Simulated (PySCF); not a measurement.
An element was calculated at PBE (PySCF 2.14, ECP, a double-zeta basis, no spin-orbit coupling), in the ground configurations that NIST lists.

- electron affinity: 0.122 eV
- first ionisation energy: 7.568 eV
- second ionisation energy: 17.070 eV
- third ionisation energy: 28.401 eV
- polarisability of the atom: 64.5 bohr³

Problem. Which element is it?

Solution. Rhenium (Re, Z = 75), in aug-cc-pwCVDZ-PP with ECP60MDF. NIST lists 7.834, 16.6 ± 0.5, 27 ± 1.6 eV for these ionisation energies.
